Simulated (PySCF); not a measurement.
Coordinates in bohr (charge 0 multiplicity 1):
```
Cr    0.0000   -0.3500   -0.2476
N     0.0000   -2.6254   -1.8572
Cl    3.3250   -0.5849    1.9377
Cl   -3.3250   -0.5849    1.9377
Cl    0.0000    2.7409   -2.7639
```

All numbers come from PBE0/[Cr def2-SVP, N def2-SVP, Cl def2-SVP], no relativity, density fitting, PySCF.

This geometry of CrNCl₃ is a stationary point at this level.

Question: What is the point group?

Answer: C3v.

Question: Is it a minimum?

Answer: Yes: all harmonic wavenumbers are real.

Question: What are the dipole moment and the gap between the highest occupied and lowest empty levels?

Answer: 0.23 D and 4.31 eV.

Question: What is the atomisation energy, with and without zero-point energy?

Answer: 1210 kJ/mol without, 1188 kJ/mol with.

Stability towards spin polarisation was not tested. Other isomers or separated fragments may lie lower.
